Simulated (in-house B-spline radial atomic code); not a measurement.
Configurations of C+, with energies counted from [He] 2s2 2p1. Level of theory: scalar-relativistic (X2C) BP86, spin-polarised, spherical fractional occupations, Fermi nucleus of rms radius 2.4702 fm; calculated with an all-electron radial atomic-structure program (B-spline basis). Shells without spins written out take the highest spin.

Occupations are held fixed; configurations that lie above the ionisation limit could autoionise.

```csv
configuration,E - E(ref) (eV),highest orbital,its <r> (bohr)
[He] 2s1 2p2,4.9547,2p up,1.465
[He] 2s2 3s1,14.295,3s up,4.093
"[He] 2s2 3p(0 up, 1 down)",16.109,3p down,4.502
[He] 2s1 2p1 3s1,20.204,3s up,4.047
```

Task: Order these further configurations by energy, lowest first.
A. [He] 2s(1 up, 0 down) 2p(1 up, 1 down)
B. [He] 2s(0 up, 1 down) 2p(1 up, 0 down) 3s(1 up, 0 down)
C. [He] 2s1 2p1 3d1
D. [He] 2s2 3d(1 up, 0 down)
E. [He] 2s1 2p1 3p1

Result: A (8.7066 eV), D (17.973 eV), E (22.045 eV), B (22.905 eV), C (23.897 eV).
